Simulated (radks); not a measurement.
Species: O III. Configuration: 1s1 2s2 2p2 3p1 (not the ground configuration).

Calculated with a radial shooting solver on a logarithmic mesh with Libxc functionals: Dirac Kohn-Sham, exchange-only PBE, spin-unpolarised, spherical densities, finite nucleus; open shells fill j = l - 1/2 first; Fermi nuclear charge, rms radius 2.6991 fm.

Energy parts (eV):
| part | energy |
|---|---|
| total | -1400.805 |
| kinetic | 1403.234 |
| electron-nucleus | -3178.785 |
| Hartree | 508.766 |
| exchange | -134.021 |

Orbitals (lengths in bohr, moments of r in powers of bohr; <r^-3> diverges for s and p1/2):
orbital  occ.  eigenvalue (eV)  <r^-3>
1s1/2       1        -640.8162       -
2s1/2       2         -74.9227       -
2p1/2       2         -61.5797       -
2p3/2       0         -61.4907   11.18
3s1/2       0         -18.4609       -
3p1/2       1         -15.2144       -
3p3/2       0         -15.2032   1.413
3d3/2       0         -10.5704  0.1147
3d5/2       0         -10.5695  0.1146

The highest occupied level is 3p1/2 at -15.214 eV. The configuration is held as typed, so some empty levels lie below it. The density falls to 0.001 e/bohr^3 at r = 3.95 bohr. The electron density at the nucleus is 189.4 e/bohr^3.
